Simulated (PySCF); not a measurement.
C2H6ClFOSi, SMILES CC[Si](O)(F)Cl.

The structure is a stationary point at B3LYP-D3(BJ)/def2-SVP. Other conformers were not sampled.

Two levels are set side by side: PBE/def2-TZVP (PySCF) and ωB97X/def2-TZVP (PySCF). Same geometry, gas phase. Differences are taken from unrounded values.

```
quantity                       PBE
---------------------------  -----
orbital gap (eV)              7.27
highest occupied level (eV)  -7.63
lowest empty level (eV)      -0.36
dipole moment (D)             1.27
mean polarisability (bohr³)   63.5
```

### Question
These are the PBE values. What does ωB97X give? (Estimate from the structure and the level; the computed values follow.)

### Answer

```
quantity                      ωB97X  PBE minus ωB97X
---------------------------  ------  ---------------
orbital gap (eV)              14.06            -6.79
highest occupied level (eV)  -11.44             3.81
lowest empty level (eV)        2.61            -2.97
dipole moment (D)              1.27             0.00
mean polarisability (bohr³)    60.2              3.3
```

Without exact exchange PBE keeps part of each electron's self-repulsion, which lifts occupied levels and narrows the gap. PBE's more diffuse valence density responds more strongly to a field. Differences between two approximate levels are no errors against the true value.

Rough cost on one machine, each run with all the roots and properties that it gave: ωB97X against PBE within a factor of 2.
